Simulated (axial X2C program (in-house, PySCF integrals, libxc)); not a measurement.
Worked dissociation energy of SeH⁻: CCSD(T), scalar-relativistic

Calculated with an axial X2C code built on PySCF integrals. Spin-free means the one-electron spin-free X2C Hamiltonian. Basis: Se dyall-acv3z [9s10p7d5f1g], H dyall-av3z [7s3p2d] (cores contracted in-house); Gaussian nuclei, density fitting, unrestricted open shells. Masses: Se 79.917 u, H 1.008 u.

Molecular state: M_S = 0, Λ = 0 (closed shell).

Correlated methods: 8 electrons correlated (number of frozen shells: Se 3 s, 2 p, 1 d; H none), 194 virtual spin orbitals or spinors in MP2, 90 natural virtuals in coupled cluster.

* E(Se-) (2M_S = 1, M_L = 0): -2428.344660 hartree
* E(H) (2M_S = 1, M_L = 0): -0.500005 hartree
* E(SeH⁻) at Re: -2428.977019 hartree
* ωe: 2342.8 cm⁻¹
* ωexe: 44.8 cm⁻¹

Problem. Work out De and D0.

Solution. De = -2428.344660 + (-0.500005) − (-2428.977019) = 0.13235 hartree = 3.602 eV. The zero-point energy is ωe/2 − ωexe/4 = 1160 cm⁻¹ = 0.144 eV, so D0 = 3.458 eV.

Occupations by symmetry block were frozen at the best pattern of an incomplete PBE0 search. Closed shells are restricted here (equal orbitals for both partners); the stretched side of such a curve lies too high. Dissociation energies refer to the lowest single-determinant-based atoms at the same level and basis. Coupled cluster ran in a truncated set of natural virtual spinors; the MP2 energy of the rest was added. (T) has no such correction and the atoms are truncated less, which lowers De at CCSD(T) by a hundredth of an eV or more. Spin-free De lacks the spin–orbit lowering of the heavy p-block atom, a tenth of an eV or more for 4p and 5p, up to an eV for 6p and one to two eV for 7p atoms, less what an open-shell molecule gains itself.

Each atomic determinant is the lowest at this level and need not be a pure term. Totals compare only within one Hamiltonian and basis.
